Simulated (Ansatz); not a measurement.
Molecule: sum formula H$_{4}$Si$_{2}$OF, net charge 0, doublet state. It need not be the lowest isomer of its formula. 
Structure (B3LYP-D3(BJ)/def2-TZVP (Ansatz, an electronic-structure program) minimum search):
```
O
Si 1 1.6228
F 2 1.6005 1 109.46
Si 1 1.6471 2 150.83 3 -45.73
H 2 1.4709 3 107.79 1 118.24
H 2 1.4739 5 113.28 3 -118.45
H 4 1.4865 1 107.46 2 -160.00
H 4 1.4901 7 110.53 1 -119.43
```
Charge 0, spin multiplicity 2.

Computed values are from Ansatz. Correlated levels leave the core frozen unless marked. UHF or UKS for open shells. No spin-orbit coupling. No relativistic terms. CBS(X,Y): correlation extrapolated as X^-3; Hartree-Fock from the larger set.

### Question
What is the atomisation energy De at CCSD(T)/CBS(aug-cc-pV(T+d)Z,aug-cc-pV(Q+d)Z)?

### Answer
2793.5 kJ/mol.

### Question
What is the total energy at CCSD(T)/CBS(aug-cc-pV(T+d)Z,aug-cc-pV(Q+d)Z)?

### Answer
-755.6125 Eh.

### Question
What is the dipole moment at CCSD(T)/aug-cc-pV(D+d)Z?

### Answer
1.12 D.

### Question
What is the T1 diagnostic at CCSD/aug-cc-pV(Q+d)Z?

### Answer
0.013.
